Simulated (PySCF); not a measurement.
**Which orbitals make which state**

Compound: GaCl2Et, C2H5Cl2Ga.
SMILES: `C[CH2][Ga]([Cl])[Cl]`

The calculation used TDDFT wB97X-D/def2-SVPD, vertical, gas phase, core orbitals frozen in the response (PySCF). Isolated species at its PBE0-D3(BJ)/def2-SVP geometry (one conformer only). The wB97X-D/def2-SVPD calculation is non-relativistic and has no spin–orbit coupling, an omission that weighs most on gallium.

Orbital energies (eV): HOMO-3 -11.58, HOMO-2 -11.08, HOMO-1 -10.85, HOMO -10.32, LUMO 0.33, LUMO+1 0.54, LUMO+2 1.98.

**Question.** Among the lowest singlets, which states do these configurations lead, and at what energies: HOMO-2→LUMO+1, HOMO-1→LUMO, HOMO→LUMO+1, HOMO→LUMO?

**Answer.** 

| state | leading configuration | weight | Δε (eV) | E (eV) | E − Δε (eV) | f | other configurations |
| --- | --- | --- | --- | --- | --- | --- | --- |
| S1 | HOMO→LUMO | 0.96 | 10.64 | 5.97 | -4.67 | 0.0074 | – |
| S2 | HOMO-1→LUMO | 0.97 | 11.17 | 6.48 | -4.69 | 0.0003 | – |
| S3 | HOMO→LUMO+1 | 0.85 | 10.86 | 6.75 | -4.10 | 0.208 | – |
| S5 | HOMO-2→LUMO+1 | 0.61 | 11.62 | 7.02 | -4.60 | 0.019 | H-2→L (18%), H-1→L+1 (10%) |

E − Δε runs from -4.69 to -4.10 eV. By orbital difference alone the order would be S1, S3, S2, S5. Δε is the difference of the two orbital energies.

H and L stand for HOMO and LUMO. The other states: S4 6.83 eV, f 0.0031, H-1→L+1 (60%), H-2→L (32%); S6 7.11 eV, f 0.066, H-2→L (41%), H-2→L+1 (28%), H-1→L+1 (18%); S7 7.35 eV, f 0.0044, H-4→L (92%); S8 7.50 eV, f 0.060, H-3→L (68%), H-3→L+1 (14%); S9 7.59 eV, f 0.066, H-3→L+1 (70%), H-3→L (10%); S10 7.78 eV, f 0.078, H-4→L+1 (64%), H-3→L (11%); S11 7.85 eV, f 0.0015, H-5→L (88%), H-6→L (8%); S12 8.39 eV, f 0.019, H→L+2 (77%); S13 8.41 eV, f 0.020, H-6→L (62%), H-5→L+1 (19%); S14 8.58 eV, f 0.205, H-5→L+1 (63%), H-6→L (16%); S15 8.89 eV, f 0.0071, H-1→L+2 (32%), H-6→L+1 (26%), H→L+3 (18%).

**Question.** Pair triplets and singlets of the same leading configuration (75% or more in both) and give the splittings.

**Answer.** 

| configuration | triplet | E(T) (eV) | singlet | E(S) (eV) | E(S) − E(T) (eV) |
| --- | --- | --- | --- | --- | --- |
| HOMO→LUMO | T1 | 5.66 | S1 | 5.97 | +0.31 |
| HOMO→LUMO+1 | T2 | 5.89 | S3 | 6.75 | +0.86 |
| HOMO-1→LUMO | T3 | 6.38 | S2 | 6.48 | +0.11 |

The 4 triplets are Tamm–Dancoff values, the singlets full response.

Summed over the main configurations (up to three a state, each over 8%) of all 15 singlets, the electron leaves HOMO with weight 2.75, HOMO-1 with weight 2.16, HOMO-2 with weight 1.80 and HOMO-3 with weight 1.74.

On an Intel Xeon at 2.50 GHz with one thread, shared host, this took 1.7 min wall, 76 s CPU (with the writing of density and orbital grids) and 0.76 GiB of memory at its peak.
